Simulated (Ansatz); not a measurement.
Abstraction of Cl: CHCl2I + C2HF2 → CHClI + C2HClF2

Gas-phase species: CHCl2I (dichloroiodomethane) `ClC(Cl)I`, singlet; C2HF2 `F/[C]=C\F`, doublet; CHClI `Cl[CH]I`, doublet; C2HClF2 `F/C=C(\F)Cl`, singlet. A radical takes Cl: the energy is the difference in strength between two C–Cl bonds in different surroundings.

Shapes, held fixed at every level: PBE0-D4/def2-TZVP. Programs: Ansatz 0.2.0. The zero-point and thermal change to 298 K, harmonic and unscaled (PBE0-D4/def2-TZVP), is -2.1 kJ/mol.

| level | kind | ΔH(298 K) (kJ/mol) | CPU time (sum over the molecules) |
| --- | --- | --- | --- |
| HF/def2-SVP | Hartree–Fock | -84.7 | – |
| HF/def2-TZVPP | Hartree–Fock | -85.9 | – |
| BHLYP-D4/def2-TZVPP | global hybrid | -100.1 | 19 s |
| PBE0-D4/def2-TZVPP | global hybrid | -101.7 | 18 s |
| wB97M-V/def2-TZVPP | range-separated hybrid | -100.1 | 63 s |
| wB97X-V/def2-TZVPP | range-separated hybrid | -101.6 | 46 s |
| B2PLYP/def2-TZVPP | double hybrid | -100.1 | 30 s |

B2PLYP/def2-TZVPP gives ΔH(298 K) = -100.1 kJ/mol; the levels span -101.7 to -84.7. The median of the levels is -100.1. No measured value is set beside it here. Spin contamination: C2HF2 (⟨S²⟩ up to 0.94), CHClI (⟨S²⟩ up to 0.78). Open shells run unrestricted. For atoms past krypton def2 sets carry core potentials with scalar relativity. Outer-core shells of I are correlated, in sets that cover them unevenly. Times are processor times on shared x86 and Arm servers, and rough.
